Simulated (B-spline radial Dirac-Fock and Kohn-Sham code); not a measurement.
# Core and valence levels of Bi³⁰⁺

System: the Bi³⁰⁺ ion, [Kr] 4d10 4f7; nuclear rms radius 5.5211 fm (A = 209).

Method: multi-electron Dirac-Fock with separately optimised hole states, Breit and Lamb-shift corrections added in first order. Computed with a radial finite-basis atomic code. The model has no electron correlation. Energies are counted from the vacuum level.

All terms are in eV, carry their sign (relaxation lowers the binding energy) and add up to the binding energy; ⟨r⟩ is the mean radius of the orbital in the initial state.

| subshell | −ε (Koopmans) | relaxation | Gaunt | retardation | self-energy | vacuum polarisation | binding energy | ⟨r⟩ (bohr) |
| --- | --- | --- | --- | --- | --- | --- | --- | --- |
| K | 92162.3 | -76.47 | -371.89 | 35.06 | -227.72 | 49.44 | 91570.7 | 0.016 |
| L1 | 17544.6 | -38.50 | -43.35 | 3.25 | -34.88 | 7.18 | 17438.3 | 0.066 |
| L2 | 16867.4 | -43.53 | -73.67 | 7.60 | -1.54 | 0.55 | 16756.8 | 0.054 |
| L3 | 14544.1 | -39.23 | -49.10 | 11.00 | -2.98 | -0.23 | 14463.5 | 0.063 |
| M1 | 5068.1 | -15.29 | -8.56 | 0.62 | -8.20 | 1.66 | 5038.3 | 0.170 |
| M2 | 4764.6 | -16.44 | -14.53 | 1.29 | -0.56 | 0.14 | 4734.5 | 0.161 |
| M3 | 4234.8 | -14.51 | -9.43 | 2.20 | -0.79 | -0.06 | 4212.3 | 0.177 |
| M4 | 3745.0 | -17.28 | -6.61 | 0.62 | 0.53 | -0.07 | 3722.2 | 0.154 |
| M5 | 3633.8 | -16.58 | -4.68 | 0.68 | 0.24 | -0.07 | 3613.4 | 0.159 |
| N1 | 1907.7 | -3.10 | -2.31 | 0.20 | -2.27 | 0.46 | 1900.7 | 0.366 |
| N2 | 1773.2 | -3.20 | -3.79 | 0.36 | -0.15 | 0.04 | 1766.5 | 0.364 |
| N3 | 1628.8 | -2.61 | -2.39 | 0.61 | -0.21 | -0.02 | 1624.2 | 0.392 |
| N4 | 1409.0 | -2.81 | -1.48 | 0.16 | 0.13 | -0.02 | 1405.0 | 0.388 |
| N5 | 1380.6 | -2.61 | -0.99 | 0.18 | 0.06 | -0.02 | 1377.2 | 0.397 |
| N6,7 | 1109.2 | -3.02 | -0.12 | 0.02 | 0.09 | -0.01 | 1106.1 | 0.381 |

For the deepest level, K (1s), the Breit terms make up -0.368 % of the binding energy, QED -0.195 % and orbital relaxation -0.084 %.

Spin-orbit splittings: 2p 2293.2 eV, 3p 522.3 eV, 3d 108.8 eV, 4p 142.2 eV, 4d 27.82 eV.

Going to the tabulated ground configuration of the next ion removes an electron from N6,7 (4f), computed at 1106.1 eV. NIST lists 1120 ± 60 eV as the ionisation energy of this species (theoretical), +13.88 eV from the computed value, within the stated uncertainty.
